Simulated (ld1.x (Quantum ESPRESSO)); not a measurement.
Building the TM potential for Sc (Z = 21) (BP86, non-relativistic).

| Item | Value |
| --- | --- |
| Element | Sc |
| Generator | ld1.x (Quantum ESPRESSO) 7.5 |
| Type | norm-conserving Troullier–Martins (Kleinman–Bylander form) |
| Functional | BP86 |
| Relativity | non-relativistic |
| Frozen core | [Ne] |
| Valence charge | 11 |
| Reference configuration | 3s2 3p6 3d1 4s2 4p0 |
| Partial waves | 3s (bound): rc 1.50 bohr; 3d (bound): rc 2.75 bohr; 4f channel at 0.35 Ry: rc 2.60 bohr; 3p (bound): rc 1.70 bohr |
| Local potential | the p channel |
| Core correction | Bessel-smoothed model core inside 1.15 bohr |

Occupied shells without a wave of their own: 4s. They enter only through the test configuration that unscreens the potential, and ld1.x also counts them in the model core charge.

All-electron outer shells of the reference configuration (BP86, non-relativistic, ld1.x):

```json
{"shell": "2s", "level (eV)": "-469.85", "outermost node (bohr)": "0.10", "outermost maximum (bohr)": "0.28"}
{"shell": "2p", "level (eV)": "-387.99", "outermost node (bohr)": "–", "outermost maximum (bohr)": "0.23"}
{"shell": "3s", "level (eV)": "-54.49", "outermost node (bohr)": "0.43", "outermost maximum (bohr)": "0.93"}
{"shell": "3p", "level (eV)": "-33.68", "outermost node (bohr)": "0.39", "outermost maximum (bohr)": "0.97"}
{"shell": "4s", "level (eV)": "-4.28", "outermost node (bohr)": "1.33", "outermost maximum (bohr)": "3.10"}
{"shell": "3d", "level (eV)": "-3.49", "outermost node (bohr)": "–", "outermost maximum (bohr)": "1.10"}
{"shell": "4p", "level (eV)": "-1.56", "outermost node (bohr)": "1.49", "outermost maximum (bohr)": "4.03"}
```

What the tests gave:

| Property | Result |
| --- | --- |
| Cutoffs needed | 45 Ry and 80 Ry (the cutoffs (Ry, on a coarse ladder) from which the occupation-weighted sum of valence levels, in a spherical-Bessel basis at the reference potential, stays within 10 and 1 mRy of its value at 400 Ry) |
| Ghost test | no extra level below or beside the all-electron valence levels (s, d, f, p tested) (spherical-Bessel basis up to 400 Ry, 20 bohr box) |
| Largest excitation error | -1737 meV (all-electron minus pseudo) for 3s2 3p6 3d0 4s0 4p0, out of 7 test configurations |

ld1.x takes every shell without a wave as core, so the model core holds the 4s electrons as well and exchange and correlation see them twice. This cancels in the reference configuration, but the file is broken for other ones, and its errors say nothing about a proper core correction.

Generation and tests took about 2.7 s on one core of a shared server CPU.
